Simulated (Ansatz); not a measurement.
Relaxation of F₂H₂O₂Si (7 atoms, charge 0, multiplicity 1), to a largest force component of 0.015 eV/Å in at most 40 steps.

Computed with RKS PBE-D4/6-31G* in Ansatz.

```xyz
7
Properties=species:S:1:pos:R:3
O -1.100 0.547 0.926
Si -0.025 -0.015 -0.120
O 1.291 -0.519 0.664
F -0.578 -1.236 -0.911
F 0.394 1.120 -1.174
H -1.952 0.915 0.471
H 2.032 -0.879 0.098
```

**Question.** Where does it end, and by what steps?

**Answer.** The run converged. The force dipped under the threshold on the way, but the program's further checks kept it going. After 12 steps the energy has fallen by 0.263 eV; H7 moved furthest, 0.26 Å.

```
step  energy less start (eV)  largest force component (eV/Å)  accepted
   0                  0.0000                           2.886       yes
   1                 -0.1834                           1.109       yes
   2                 -0.2332                           0.596       yes
   3                 -0.2502                           0.123       yes
   4                 -0.2506                           0.029       yes
   5                 -0.2507                           0.013       yes
   6                 -0.2507                           0.026       yes
   7                 -0.2511                           0.060       yes
   8                 -0.2514                           0.100       yes
   9                 -0.2519                           0.250       yes
  10                 -0.2607                           0.189       yes
  11                 -0.2627                           0.045       yes
  12                 -0.2630                           0.008       yes
```

```xyz
7
Properties=species:S:1:pos:R:3
O -1.154 0.419 0.918
Si -0.011 -0.017 -0.177
O 1.359 -0.358 0.663
F -0.438 -1.303 -1.050
F 0.191 1.173 -1.245
H -1.804 1.066 0.587
H 1.918 -1.047 0.259
```

Whether the end is a true minimum wasn't checked by a vibrational analysis.

Time of the run: 47 s on 1 thread of Intel(R) Xeon(R) Processor @ 2.70GHz, with other jobs on the host, peak memory 0.15 GiB.
